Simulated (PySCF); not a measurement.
J couplings in C₅H₆F₂O₂

Geometry:
| atom | x (Å) | y (Å) | z (Å) |
| --- | --- | --- | --- |
| F1 | 2.316 | 0.302 | -0.616 |
| C2 | 1.510 | 0.242 | 0.477 |
| O3 | 1.600 | -0.984 | 1.128 |
| C4 | 0.219 | -1.287 | 0.882 |
| C5 | 0.035 | 0.032 | 0.143 |
| C6 | -1.065 | 1.058 | 0.387 |
| O7 | -1.388 | 1.080 | -1.007 |
| C8 | -0.455 | 0.087 | -1.303 |
| F9 | -1.054 | -1.067 | -1.705 |
| H10 | 1.777 | 1.098 | 1.124 |
| H11 | -0.355 | -1.382 | 1.818 |
| H12 | 0.083 | -2.191 | 0.268 |
| H13 | -1.907 | 0.709 | 1.008 |
| H14 | -0.726 | 2.042 | 0.750 |
| H15 | 0.264 | 0.379 | -2.085 |

Indirect spin–spin couplings were computed at B3LYP/pcJ-1 (spin–dipole term only in couplings to heteroatoms) (PySCF) on a PBE0-D3(BJ)/def2-SVP structure, for the isolated molecule, without vibrational or relativistic corrections. Couplings are averaged over pairs made equivalent by symmetry, fast rotation or ring inversion, so a value needn't be that of the named pair in this geometry, while other rotamers aren't included; one pair stands for each set, and the list holds a selection of those of at least 1.5 Hz over up to four bonds, among pairs with at least one F or H atom (others weren't computed). One-bond C–F couplings come out tens of Hz too large with common functionals.

Isotopes: $^{19}$F, $^{13}$C, $^{1}$H, $^{17}$O. Couplings to quadrupolar nuclei such as 17O and 33S are rarely resolved in practice.

```csv
pair,bonds,J (Hz)
"F1, C2",1,-313.3
"C2, H10",1,?
"C4, H11",1,158.4
"C4, H12",1,162.6
"C6, H13",1,157.8
"C6, H14",1,157.2
"C8, F9",1,-313.1
"C8, H15",1,196.5
"F1, C5",2,20.9
"F1, H10",2,80.6
"C5, F9",2,23.0
"C5, H10",2,2.9
"C5, H14",2,-2.5
"O7, H15",2,?
"F1, C4",3,-2.0
"F1, C6",3,5.7
"C2, F9",3,6.7
"C2, H13",3,?
"C2, H15",3,3.7
"C4, H10",3,2.7
"C6, H10",3,4.0
"C6, H12",3,?
"C8, H11",3,?
"C8, H12",3,?
"F1, H11",4,?
"F1, H13",4,?
```

Estimate the withheld couplings, with signs.

## Answers


- $^{1}J$(C2,H10) = 189.3 Hz (bond length 1.106 Å, sp3 carbon)
- $^{2}J$(O7,H15) = -10.6 Hz (angle at C8 113°)
- $^{3}J$(C2,H13) = 7.7 Hz (dihedral angle 124°)
- $^{3}J$(C6,H12) = 5.7 Hz (dihedral angle 114°)
- $^{3}J$(C8,H11) = 4.0 Hz (dihedral angle 123°)
- $^{3}J$(C8,H12) = 6.7 Hz (dihedral angle 7°)
- $^{4}J$(F1,H11) = 8.2 Hz
- $^{4}J$(F1,H13) = 2.0 Hz
